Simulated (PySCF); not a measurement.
Compound: C₉H₁₈Se.
Bonds: C1–C2, C2–C3, C2–C4, C2–C5, C5–Se6 (double), C5–C7, C7–C8, C7–C9, C7–C10. Hydrogens: H11, H12, H13 on C1; H14, H15, H16 on C3; H17, H18, H19 on C4; H20, H21, H22 on C8; H23, H24, H25 on C9; H26, H27, H28 on C10.

The calculation used PySCF, PBE0-D3(BJ)/def2-SVP geometry optimisation, gas phase.

Task: What internal coordinates does the optimisation give?

Result: 
```csv
bond,length (Å),order
C1–C2 and 3 like bonds,1.537,single
"C2–C4, C7–C9",1.545,single
"C2–C5, C5–C7",1.543,single
C5=Se6,1.778,double
C1–H11 and 17 like bonds,1.099,single
```

Bonds in one row agree within 0.01 Å and their mean is given. Orders are formal, as drawn. A selection of angles:
```csv
angle,degrees
C2–C1–H11,110.9
C2–C1–H12,108.6
C2–C1–H13,114.2
H11–C1–H12,107.4
C1–C2–C3,105.9
C1–C2–C4,110.0
C1–C2–C5,113.5
C3–C2–C5,112.4
C4–C2–C5,108.3
H14–C3–H16,108.5
C2–C5–Se6,119.1
C2–C5–C7,122.1
C5–C7–C8,114.9
C9–C7–C10,106.8
C7–C8–H20,108.4
```

Torsions: C1–C2–C5–Se6 -135° (anticlinal); C2–C5–C7–C8 38° (synclinal). The mirror-image conformer, all signs reversed, is as good.

Of the pairs four or more bonds apart, H13···H21 is among the closest relative to their van der Waals radii: 1.86 Å, 78 % of the sum of Bondi's values.

Point group: near C2, missed by 0.19 Å at most; the miss may be what the optimiser left on a soft mode. No PBE0-D3(BJ)/def2-SVP frequencies stand behind this structure, so it isn't proved a minimum.

The run took 9.6 min of wall time on x86-64 server, one thread, on a shared host. These figures are those of the optimisation.
